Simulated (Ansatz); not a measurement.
Cl2Ge2H4, SMILES `[Cl][GeH2][GeH2][Cl]`, charge 0, multiplicity 1.

(1) Give a relaxed structure at PBE0-D4/def2-TZVP (Ansatz). (Estimate.)

Answers

(1) The calculation gave: 
```xyz
8

Cl    2.507    0.822   -0.800
Ge    0.809   -0.520   -0.738
Ge   -0.809    0.521    0.738
Cl   -2.500   -0.829    0.807
H     0.292   -0.654   -2.176
H     1.318   -1.863   -0.202
H    -0.291    0.664    2.175
H    -1.326    1.860    0.196
```
Point group C2h.
